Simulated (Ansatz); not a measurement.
Mulliken charges of CHF₃Te (`FC(F)(F)[TeH]`) from ωB97M-V/def2-TZVPP in Ansatz (PBE0-D4/def2-TZVP geometry).

```tsv
atom	x (Å)	y (Å)	z (Å)	charge (e)
F1	0.355	-0.348	1.415	-0.148
C2	0.335	-0.447	0.087	0.366
F3	-0.553	-1.388	-0.227	-0.148
F4	1.539	-0.866	-0.312	-0.157
Te5	-0.082	1.452	-0.885	0.073
H6	-1.552	1.532	-0.126	0.014
```

Problem. By hand: the dipole of these point charges (1 e Å = 4.8032 D).

Solution. Σ q r = (-0.117, 0.357, -0.161) e Å, of length 0.409 e Å = 1.96 D.

Problem. How does the dipole of the full density compare? (Best estimate.)

Solution. Ansatz gave: (-0.119, 0.306, -0.128) e Å, 1.69 D; the point charges give 1.16 times that, at 3° from its direction.

Point charges leave out the atoms' own dipoles, such as those of lone pairs, and Mulliken's split depends on the basis, so the two needn't agree.
